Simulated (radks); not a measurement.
The numbers below are computed, except where a source is named.
Task: All-electron atom: Ba35+ in [Ar] 3d3. Code: a radial shooting solver on a logarithmic mesh with Libxc functionals. Model: scalar-relativistic Kohn-Sham, SCAN, spin-polarised, spherical densities, finite nucleus; open shells are filled with parallel spins first (spin-orbit coupling, left out, can overturn this in heavy ions); meta-GGA in the generalised Kohn-Sham scheme; Fermi nuclear charge, rms radius 4.8378 fm. Some entries of the table are withheld. Estimate them.

| orbital | occ. | eigenvalue (eV) | <r^2> (bohr^2) | r(max) (bohr) |
|---|---|---|---|---|
| 1s up | 1 | -39081.23 | 0.0008886 | 0.01642 |
| 1s down | 1 | -39080.86 | 0.0008886 | 0.01642 |
| 2s up | 1 | -7642.257 | 0.01399 | 0.09253 |
| 2s down | 1 | -7626.389 | 0.01395 | 0.09247 |
| 2p up | 3 | -7036.956 | 0.01110 | 0.07443 |
| 2p down | 3 | -7024.982 | 0.01106 | 0.07434 |
| 3s up | 1 | -2740.289 | 0.08477 | 0.2555 |
| 3s down | 1 | -2724.071 | 0.08527 | 0.2559 |
| 3p up | 3 | -2546.779 | 0.08225 | 0.2477 |
| 3p down | 3 | -2529.578 | 0.08283 | 0.2482 |
| 3d up | 3 | -2302.789 | (1) | 0.1993 |

Result: 
(1) 3d up <r^2> (bohr^2): 0.06575
